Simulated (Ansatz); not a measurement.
Mulliken charges of BrH3OSSi (`O[SiH](S)Br`) from PBE/def2-TZVPP in Ansatz (PBE0-D4/def2-TZVP geometry).

```
atom   x (Å)   y (Å)   z (Å)  charge (e)
  O1   0.037   1.648  -0.362      -0.329
 Si2   0.190   0.185   0.338       0.491
  S3   0.702  -1.233  -1.162      -0.237
 Br4  -1.684  -0.476   1.337      -0.205
  H5  -0.575   1.733  -1.097       0.198
  H6   1.207   0.347   1.389      -0.047
  H7   0.184  -2.273  -0.489       0.129
```

Task: By hand: the dipole of these point charges (1 e Å = 4.8032 D).

Result: Σ q r = (0.113, -0.028, -0.059) e Å, of length 0.131 e Å = 0.63 D.

Task: How does the dipole of the full density compare? (Best estimate.)

Result: Ansatz gave: (-0.062, -0.041, -0.160) e Å, 0.85 D; the point charges give 0.74 times that, at 81° from its direction.

Point charges leave out the atoms' own dipoles, such as those of lone pairs, and Mulliken's split depends on the basis, so the two needn't agree.
